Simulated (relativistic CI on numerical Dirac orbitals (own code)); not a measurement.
**Fe⁷⁺: M2,3 absorption edge**

Computed with this model: Dirac-Coulomb-Breit CI, separate exchange-only KLI orbitals for each configuration, QED by a radiative potential, valence Slater integrals scaled by 0.9, multiplet model of core-to-valence dipole absorption; configurations [Ar] 3d → [Ne] 3s2 3p5 3d2; 300 K; Lorentzian 0.8 eV and Gaussian 0.3 eV FWHM. Energies are those of the free ion, without screening or charge transfer. The branching ratio is the share of the lower-energy edge in the whole absorption, uncertain by about 0.02 where the edges overlap. S is read from ⟨S²⟩ = S(S + 1).

Field parameters in Wybourne normalisation: D4h B²₀ = −7Ds, B⁴₀ = 21(Dq − Dt), B⁴₄ = 21√(5/14) Dq; Td as Oh with Dq negative (B⁴₀ = 21Dq, B⁴₄ = √(5/14) B⁴₀). The field is a parameter set, without covalency.

free ion: ground-state S = 0.50, centroid 72.30 eV. Peaks (eV, height): 68.1 (83), 74.0 (51), 75.7 (100).

Td, 10Dq = -13050 cm⁻¹: ground-state S = 0.50, centroid 72.49 eV. Peaks (eV, height): 69.1 (72), 69.6 (74), 76.1 (100).

Td, 10Dq = -17000 cm⁻¹: ground-state S = 0.50, centroid 72.52 eV. Peaks (eV, height): 69.4 (80), 69.8 (82), 76.3 (100).

D4h, 10Dq = 22400, Ds = 1530, Dt = 10 cm⁻¹: ground-state S = 0.50, centroid 72.50 eV. Peaks (eV, height): 69.3 (76), 75.6 (100), 78.0 (22).

D4h, 10Dq = 33150, Ds = 470, Dt = 280 cm⁻¹: ground-state S = 0.50, centroid 72.53 eV. Peaks (eV, height): 69.8 (98), 75.6 (100), 78.8 (25).

D4h, 10Dq = 11250, Ds = -880, Dt = -380 cm⁻¹: ground-state S = 0.50, centroid 72.43 eV. Peaks (eV, height): 68.7 (84), 75.5 (100), 76.9 (36).

Strongest unbroadened transitions for D4h, 10Dq = 22400, Ds = 1530, Dt = 10 cm⁻¹:

| Energy (eV) | Relative strength |
| --- | --- |
| 69.17 | 77.1 |
| 69.29 | 50.3 |
| 69.58 | 2.2 |
| 69.67 | 2.8 |
| 69.82 | 1.9 |
| 69.90 | 35.5 |
| 69.98 | 50.9 |
| 70.12 | 2.3 |
| 75.27 | 39.0 |
| 75.52 | 3.9 |
| 75.61 | 100.0 |
| 75.77 | 33.2 |
| 75.79 | 48.9 |
| 75.87 | 1.9 |
| 75.96 | 1.9 |
| 77.87 | 3.7 |
| 78.01 | 13.4 |
| 78.07 | 20.5 |
